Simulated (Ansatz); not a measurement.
Basis sets compared for Ga(NH2Me)H3 (CH₈GaN). Charge 0, multiplicity 1. Geometry PBE-D4/def2-SVP. Ansatz on 4 threads of Arm Neoverse V1 on a shared host; times are rough, and most runs start from earlier orbitals.

```
atom   x (Å)   y (Å)   z (Å)
 Ga1   1.636  -0.215  -0.394
  N2  -0.280  -0.300   0.596
  C3  -1.351   0.443  -0.090
  H4  -0.143   0.053   1.553
  H5  -0.527  -1.295   0.693
  H6  -2.327   0.383   0.436
  H7  -1.053   1.505  -0.180
  H8  -1.468   0.042  -1.115
  H9   1.837   1.365  -0.365
 H10   1.209  -0.883  -1.775
 H11   2.468  -1.096   0.640
```

The 6-31G sets use Cartesian d functions. B3LYP takes the VWN-RPA correlation.

Binding counts from free atoms (Ga doublet, N quartet, C triplet, H doublet) in the same basis, without a counterpoise term.

```json
{"level": "HF/STO-3G", "functions": "36", "energy (Eh)": "-1996.6704", "HOMO (eV)": "-5.02", "LUMO (eV)": "10.10", "binding per atom (eV)": "–", "wall time": "0.15 s"}
{"level": "HF/6-31G", "functions": "63", "energy (Eh)": "-2019.8358", "HOMO (eV)": "-10.36", "LUMO (eV)": "2.86", "binding per atom (eV)": "2.21", "wall time": "0.35 s"}
{"level": "PBE-D4/def2-SVP", "functions": "100", "energy (Eh)": "-2021.7695", "HOMO (eV)": "-6.12", "LUMO (eV)": "-0.49", "binding per atom (eV)": "3.20", "wall time": "0.85 s"}
{"level": "B3LYP-D4/6-31G", "functions": "63", "energy (Eh)": "-2022.2112", "HOMO (eV)": "-7.13", "LUMO (eV)": "-0.02", "binding per atom (eV)": "3.15", "wall time": "0.86 s"}
{"level": "PBE0-D4/def2-SVP", "functions": "100", "energy (Eh)": "-2021.8307", "HOMO (eV)": "-7.38", "LUMO (eV)": "0.37", "binding per atom (eV)": "3.17", "wall time": "1 s"}
```

Q: Estimate the rows for PBE-D4/def2-TZVP, B3LYP-D4/def2-TZVP, PBE0-D4/def2-TZVP.

A: 
```json
{"level": "PBE-D4/def2-TZVP", "functions": "158", "energy (Eh)": "-2022.1270", "HOMO (eV)": "-6.21", "LUMO (eV)": "-0.87", "binding per atom (eV)": "3.18", "wall time": "1.3 s"}
{"level": "B3LYP-D4/def2-TZVP", "functions": "158", "energy (Eh)": "-2022.6251", "HOMO (eV)": "-7.26", "LUMO (eV)": "-0.36", "binding per atom (eV)": "3.17", "wall time": "1.8 s"}
{"level": "PBE0-D4/def2-TZVP", "functions": "158", "energy (Eh)": "-2022.1835", "HOMO (eV)": "-7.45", "LUMO (eV)": "-0.05", "binding per atom (eV)": "3.15", "wall time": "1.8 s"}
```
